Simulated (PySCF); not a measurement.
## Removing an electron from `BC[AsH2]`

Species: CH₆AsB.
Geometry (PBE0-D3(BJ)/def2-SVP, Å), atoms numbered from 1 in this order:
```
atom  x, y, z in Å
B1    -0.724    0.466   -0.207
C2    -0.096   -0.915   -0.451
As3    1.736   -0.388    0.174
H4    -0.698    1.311   -1.073
H5    -1.203    0.735    0.872
H6     0.043   -1.253   -1.487
H7    -0.391   -1.748    0.201
H8     1.839    0.911   -0.621
H9     1.297    0.349    1.437
```

Level: wB97X-D/def2-SVPD (PySCF). Frontier orbitals with their largest atomic shares (Löwdin; up to four atoms above 4 %):

| orbital | ε (eV) | main atoms |
| --- | --- | --- |
| HOMO−3 | -12.02 | As3 38 %, H9 20 %, H8 20 %, C2 12 % |
| HOMO−2 | -11.41 | As3 31 %, C2 28 %, B1 13 %, H8 8 % |
| HOMO−1 | -10.90 | B1 39 %, H5 21 %, H4 20 %, C2 11 % |
| HOMO | -9.36 | ? |
| LUMO | 0.90 | B1 43 %, As3 26 %, C2 10 %, H4 8 % |
| LUMO+1 | 1.82 | As3 38 %, B1 23 %, C2 9 %, H8 8 % |
| LUMO+2 | 2.32 | As3 60 %, H8 15 %, H9 12 %, C2 5 % |

Question: What vertical ionisation energy does ΔSCF give, and how far is −ε(HOMO) from it?

Answer: ΔSCF: 9.79 eV (944 kJ/mol; threshold wavelength 127 nm); ⟨S²⟩ of the doublet left behind is 0.757, against 0.75 for a pure doublet. −ε(HOMO) is 9.36 eV, 0.43 eV below it. In exact Kohn–Sham theory the two would be equal; wB97X-D (range-separated hybrid) falls short of its own ΔSCF value by 4 %.

Question: On which atoms does the HOMO lie?

Answer: As3 (arsenic bonded to C and 2 H) 55 %, C2 (sp3 carbon bound to boron) 19 %, B1 (three-coordinate boron) 10 %, H9 (hydrogen on arsenic) 7 %, so more than half of it is on one atom. The HOMO−1 lies 1.54 eV lower.

Question: Shift the occupied levels rigidly so that −ε(HOMO) equals the ΔSCF value. What binding energies result?

Answer: The shift is +0.43 eV: HOMO 9.79, HOMO−1 11.33, HOMO−2 11.84, HOMO−3 12.45 eV. A rigid shift is only a rough guide to the deeper ionisations.

Question: What kinetic energy would electrons from this vertical process carry with 118.2 nm light (10.49 eV)?

Answer: 10.49 − 9.79 = 0.70 eV.

Isolated species at its PBE0-D3(BJ)/def2-SVP geometry (one conformer only). The calculation is non-relativistic, for arsenic too.
